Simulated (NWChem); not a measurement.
System: ZrHOCl$_{2}$ cation; SMILES [OH][Zr+]([Cl])[Cl]

Input file for NWChem:

```
start job
memory heap 200 mb stack 900 mb global 1100 mb
charge 1
geometry units angstroms noautoz
  Zr     0.297928     0.000508    -0.302139
  Cl    -0.910260     1.864740     0.191818
  Cl    -0.907687    -1.865072     0.192994
  O      1.861626     0.001950     0.670551
  H      2.577424     0.001188     1.323512
end
basis spherical
  * library def2-svp
end
ecp
  Zr library def2-ecp
end
dft
  xc xpbe96 cpbe96
  grid xcoarse
  iterations 150
  mulliken
end
task dft gradient
```

Excerpt of the output:

```
             Northwest Computational Chemistry Package (NWChem) 7.3.0
             --------------------------------------------------------

 CS  symmetry detected

                             Geometry "geometry" -> ""
                             -------------------------

 Output coordinates in angstroms (scale by  1.889725989 to convert to a.u.)

  No.       Tag          Charge          X              Y              Z
 ---- ---------------- ---------- -------------- -------------- --------------
    1 Zr                  40.0000     0.30721077    -0.32468360     0.00000000
    2 Cl                  17.0000    -0.88531987     0.20357496     1.86490654
    3 Cl                  17.0000    -0.88531987     0.20357496    -1.86490654
    4 O                    8.0000     1.89762052     0.60368926     0.00000000
    5 H                    1.0000     2.63148062     1.23628123     0.00000000

 Effective nuclear repulsion energy (a.u.)     508.1619115192

      Symmetry information
      --------------------

 Group name             Cs
 Group number              2
 Group order               2
 No. of unique centers     4

 Summary of "ao basis" -> "ao basis" (spherical)
 ------------------------------------------------------------------------------
       Tag                 Description            Shells   Functions and Types
 ---------------- ------------------------------  ------  ---------------------
 Zr                         def2-svp                11       31   5s3p2d1f
 Cl                         def2-svp                 8       18   4s3p1d
 O                          def2-svp                 6       14   3s2p1d
 H                          def2-svp                 3        5   2s1p

      Symmetry analysis of basis
      --------------------------

        a'         53
        a"         33

            General Information
            -------------------
          SCF calculation type: DFT
          Wavefunction type:  closed shell.
          No. of atoms     :     5
          No. of electrons :    54
           Alpha electrons :    27
            Beta electrons :    27
          Charge           :     1
          Spin multiplicity:     1
          Use of symmetry is: on ; symmetry adaption is: on
          Maximum number of iterations: 150
          AO basis - number of functions:    86
                     number of shells:    36
          Convergence on energy requested:  1.00D-06
          Convergence on density requested:  1.00D-05
          Convergence on gradient requested:  5.00D-04

              XC Information
              --------------
          PerdewBurkeErnzerhof Exchange Functional  1.000
            Perdew 1991 LDA Correlation Functional  1.000 local
           PerdewBurkeErnz. Correlation Functional  1.000 non-local

             Grid Information
             ----------------
          Grid used for XC integration:  xcoarse
          Radial quadrature: Mura-Knowles
          Angular quadrature: Lebedev.
          Tag              B.-S. Rad. Rad. Pts. Rad. Cut. Ang. Pts.
          ---              ---------- --------- --------- ---------
          Zr                  1.55       84           8.0       194
          Cl                  1.00       42          10.0       194
          O                   0.60       21           8.0       194
          H                   0.35       21          10.0       194
          Grid pruning is: on
          Number of quadrature shells:   168
          Spatial weights used:  Erf1

      Superposition of Atomic Density Guess
      -------------------------------------

 Sum of atomic energies:       -1047.33695595

 Renormalizing density from      55.00 to     54

      Non-variational initial energy
      ------------------------------

 Total energy =   -1028.960381
 1-e energy   =   -1848.517256
 2-e energy   =     602.421558
 HOMO         =      -0.756663
 LUMO         =      -0.299553

      Symmetry analysis of molecular orbitals - initial
      -------------------------------------------------

  Numbering of irreducible representations:

     1 a'          2 a"

  Orbital symmetries:

     1 a'          2 a"          3 a'          4 a'          5 a"
     6 a'          7 a"          8 a'          9 a"         10 a'
    11 a"         12 a'         13 a'         14 a"         15 a'
    16 a'         17 a'         18 a"         19 a'         20 a"
    21 a'         22 a'         23 a"         24 a'         25 a'
    26 a"         27 a"         28 a'         29 a"         30 a'
    31 a"         32 a'         33 a'         34 a'         35 a'
    36 a"         37 a'

     ---------------------------------------------
      Total Density - Mulliken Population Analysis
     ---------------------------------------------

    Atom       Charge   Shell Charges
 -----------   ------   -------------------------------------------------------
    1 Zr  12     9.37  -0.47  1.60  0.89  0.22  0.01  5.86  0.30  0.04  0.70  0.12  0.10
    2 Cl  17    17.56   2.00  2.00  1.35  0.59  5.96  2.52  3.13  0.01
    3 Cl  17    17.56   2.00  2.00  1.35  0.59  5.96  2.52  3.13  0.01
    4 O    8     8.95   1.99  1.15  0.61  3.37  1.82  0.00
    5 H    1     0.57   0.47  0.04  0.06

   convergence    iter        energy       DeltaE   RMS-Dens  Diis-err
 ---------------- ----- ----------------- --------- --------- ---------
 d= 0,ls=0.0,diis     1  -1041.9777940904 -1.26D+03  7.12D-02  3.50D+00
 d= 0,ls=0.0,diis     2  -1031.2231706721  1.08D+01  6.34D-02  6.86D+01
 d= 0,ls=0.0,diis     3  -1042.3973727059 -1.12D+01  7.40D-03  2.13D-01
 d= 0,ls=0.0,diis     4  -1042.4092305825 -1.19D-02  2.89D-03  9.53D-02
 d= 0,ls=0.0,diis     5  -1042.4216835622 -1.25D-02  1.15D-03  1.76D-02
  Resetting Diis
 d= 0,ls=0.0,diis     6  -1042.4235080509 -1.82D-03  4.23D-04  2.25D-03
 d= 0,ls=0.0,diis     7  -1042.4238327237 -3.25D-04  4.34D-04  2.97D-04
 d= 0,ls=0.0,diis     8  -1042.4235490368  2.84D-04  3.42D-04  2.69D-03
 d= 0,ls=0.0,diis     9  -1042.4238649487 -3.16D-04  5.13D-05  4.09D-05
 d= 0,ls=0.0,diis    10  -1042.4238696138 -4.67D-06  1.26D-05  1.45D-06
 d= 0,ls=0.0,diis    11  -1042.4238698264 -2.13D-07  2.49D-06  7.26D-08

         Total DFT energy =    -1042.423869826409
      One electron energy =    -1875.134990747193
           Coulomb energy =      686.276483408531
    Exchange-Corr. energy =      -70.700679961786
 Nuclear repulsion energy =      217.135317474038

 Numeric. integr. density =       54.001198679057

                  Occupations of the irreducible representations
                  ----------------------------------------------

                     irrep           alpha         beta
                     --------     --------     --------
                     a'               16.0         16.0
                     a"               11.0         11.0

                       DFT Final Molecular Orbital Analysis
                       ------------------------------------

 Vector   25  Occ=2.000000D+00  E=-4.923298D-01  Symmetry=a'
              MO Center= -7.1D-01,  1.7D-01, -7.6D-10, r^2= 4.5D+00
   Bfn.  Coefficient  Atom+Function         Bfn.  Coefficient  Atom+Function
  ----- ------------  ---------------      ----- ------------  ---------------
    43      0.317751  2 Cl py                61      0.317751  3 Cl py
    40      0.252086  2 Cl py                58      0.252086  3 Cl py
    42      0.226693  2 Cl px                60      0.226693  3 Cl px
    39      0.184090  2 Cl px                57      0.184090  3 Cl px
    37      0.145516  2 Cl py                55      0.145516  3 Cl py

 Vector   26  Occ=2.000000D+00  E=-4.911299D-01  Symmetry=a"
              MO Center= -3.5D-01,  2.2D-01,  7.5D-10, r^2= 4.9D+00
   Bfn.  Coefficient  Atom+Function         Bfn.  Coefficient  Atom+Function
  ----- ------------  ---------------      ----- ------------  ---------------
    43      0.384935  2 Cl py                61     -0.384935  3 Cl py
    40      0.304735  2 Cl py                58     -0.304735  3 Cl py
    73     -0.269912  4 O  pz                76     -0.200067  4 O  pz
    37      0.175864  2 Cl py                55     -0.175864  3 Cl py
     8      0.144234  1 Zr pz                16      0.116644  1 Zr d -1

 Vector   27  Occ=2.000000D+00  E=-4.779245D-01  Symmetry=a"
              MO Center= -6.9D-01,  2.1D-01,  2.4D-13, r^2= 4.7D+00
   Bfn.  Coefficient  Atom+Function         Bfn.  Coefficient  Atom+Function
  ----- ------------  ---------------      ----- ------------  ---------------
    42      0.384611  2 Cl px                60     -0.384611  3 Cl px
    39      0.299736  2 Cl px                57     -0.299736  3 Cl px
    44      0.202849  2 Cl pz                62      0.202849  3 Cl pz
    36      0.172633  2 Cl px                54     -0.172633  3 Cl px
    73     -0.163735  4 O  pz                41      0.159736  2 Cl pz

[...]

                         DFT ENERGY GRADIENTS

    atom               coordinates                        gradient
                 x          y          z           x          y          z
   1 Zr      0.580544  -0.613563   0.000000    0.003708   0.010124   0.000000
   2 Cl     -1.673012   0.384701   3.524162    0.002809  -0.002004  -0.004139
   3 Cl     -1.673012   0.384701  -3.524162    0.002809  -0.002004   0.004139
   4 O       3.585983   1.140807   0.000000   -0.000146   0.002102   0.000000
   5 H       4.972777   2.336233   0.000000   -0.009180  -0.008219   0.000000
```

Level: PBE/def2-SVP with def2 effective core potentials on Zr. Coordinates come from a PBE0/def2-SVP optimisation. The spin multiplicity was typed, not searched, and may not be the lowest. def2 effective core potentials on Zr; no spin-orbit coupling.
